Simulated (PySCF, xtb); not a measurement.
C₃H₅BO, SMILES B1(O)C=CC1. One conformer was computed; it need not be the lowest.

Harmonic wavenumbers (cm⁻¹) from xtb with GFN2-xTB at its own minimum, in rising order: 77, 330, 431, 606, 615, 769, 832, 861, 888, 902, 1008, 1062, 1076, 1080, 1190, 1258, 1424, 1473, 1610, 2956, 2981, 3056, 3093, 3590.

**Question.** What does B3LYP-D3(BJ)/def2-SVP (PySCF 2.14.0) give at its own minimum? (An estimate is asked for; the answer gives what the named calculation found.)

**Answer.** 100, 367, 464, 588, 598, 757, 792, 909, 913, 960, 1003, 1050, 1100, 1136, 1158, 1310, 1424, 1492, 1588, 3021, 3064, 3113, 3206, 3841. Paired by order, the mean absolute difference is 46 cm⁻¹ and the zero-point energies are 47.4 and 48.5 kcal/mol.
